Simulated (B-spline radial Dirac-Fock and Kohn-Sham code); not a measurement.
# What relativity does to the binding energies of Tl¹³⁺

System: the Tl¹³⁺ ion, configuration [Xe] 4f14.

Both columns are ΔSCF binding energies of the configuration average from a B-spline atomic structure program: non-relativistic Hartree-Fock with a point nucleus, and Dirac-Fock with a finite nucleus and the Coulomb interaction alone, averaged over the two j levels with weights 2j+1.

| shell | Hartree-Fock (eV) | Dirac-Fock (eV) | shift (eV) | shift (%) |
| --- | --- | --- | --- | --- |
| 1s | 77770.7 | 86266.4 | +8495.65 | +10.92 |
| 2s | 13392.2 | 15681.5 | +2289.31 | +17.09 |
| 2p | 12876.3 | 13649.9 | +773.63 | +6.01 |
| 3s | 3412.9 | 3988.3 | +575.44 | +16.86 |
| 3p | 3168.6 | 3386.5 | +217.94 | +6.88 |
| 3d | 2717.3 | 2695.6 | -21.72 | -0.80 |
| 4s | 968.7 | 1115.8 | +147.05 | +15.18 |
| 4p | 860.7 | 913.2 | +52.49 | +6.10 |
| 4d | 662.1 | 655.1 | -6.98 | -1.05 |
| 4f | 393.8 | 375.8 | -17.97 | -4.56 |
| 5s | 346.8 | 380.3 | +33.44 | +9.64 |
| 5p | 303.2 | 313.6 | +10.48 | +3.46 |

Relativity binds 1s, 2s, 2p, 3s, 3p, 4s, 4p, 5s, 5p more strongly, among those listed most of all 2s in relative terms, and 3d, 4d, 4f more weakly, because the contracted s and p shells screen the nucleus better.

Values without a named source are computed, but for edge energies of neutral atoms, which are taken from tables.
